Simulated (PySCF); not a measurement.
# V⁺ (vanadium, charge +1) across methods

[Ar] 3d4, high-spin 5D determinant. Calculation: PySCF 2.14, in aug-cc-pwCVTZ; no relativity, point nucleus.

```csv
method,E (hartree),mean ε 3p α (eV),mean ε 3p β (eV),mean ε 3d α (eV),Σ⟨r²⟩ (bohr²),⟨S²⟩
PW91,-943.718,-47.871,-44.574,-10.028,22.83,6.000
PBE0,-943.477,-51.452,-46.975,-11.600,22.45,6.000
M06-2X,-943.633,-54.445,-49.534,-13.205,22.10,6.001
LDA,-941.517,-47.790,-44.621,-10.099,22.79,6.000
PBE,-943.441,-47.814,-44.496,-9.954,22.85,6.000
UHF,-942.67532,-61.420,-52.899,-15.956,21.59,6.001
BLYP,-943.707,-47.597,-44.428,-9.798,22.91,6.000
```
